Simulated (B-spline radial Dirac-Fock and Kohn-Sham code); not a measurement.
Dipole and non-dipole photoemission parameters of Cr⁴⁺ 2p1/2

System: Cr⁴⁺ in the configuration 1s2 2s2 2p6 3s2 3p6 3d2; threshold 658.5 eV (orbital energy of the model). Model: Dirac-Hartree-Slater photoionisation with a Latter tail; cross sections with all multipoles, angular parameters from the dipole term and its interference with E2. Program: a B-spline atomic structure program.

For linearly polarised light dσ/dΩ = σ/(4π) [1 + β P₂(cos θ) + (δ + γ cos²θ) sin θ cos φ], with θ from the polarisation vector and φ the angle between the beam and the projection of the electron momentum on the plane normal to the polarisation.

```
hν (eV)  σ (kb)      β       γ      δ
    802     277  1.320  -0.037  0.013
   1140     113  1.459   0.190  0.022
   1290    80.4  1.458   0.273  0.025
   1340    72.4  1.455   0.298  0.026
   1730    35.1  1.411   0.465  0.034
 2984.4    6.87  1.227   0.799  0.064
   3010    6.69  1.224   0.804  0.065
   3250    5.27  1.191   0.847  0.071
   3970    2.80  1.102   0.954  0.090
   4000    2.73  1.099   0.958  0.090
   5740   0.840  0.929   1.135  0.134
   7280       ?      ?       ?      ?
   7440   0.351  0.807   1.251  0.175
   7650   0.320  0.794   1.263  0.180
 8047.8   0.269  0.771   1.285  0.189
 9251.7   0.166  0.707   1.343  0.215
  10700   0.100  0.644   1.401  0.246
  12000  0.0668  0.596   1.445  0.272
  15000  0.0302  0.508   1.531  0.327
```

Q: Give the values at 7280 eV.

A: σ = 0.378 kb, β = 0.817, γ = 1.241, δ = 0.171.

Values without a named source are computed, but for edge energies of neutral atoms, which are taken from tables.
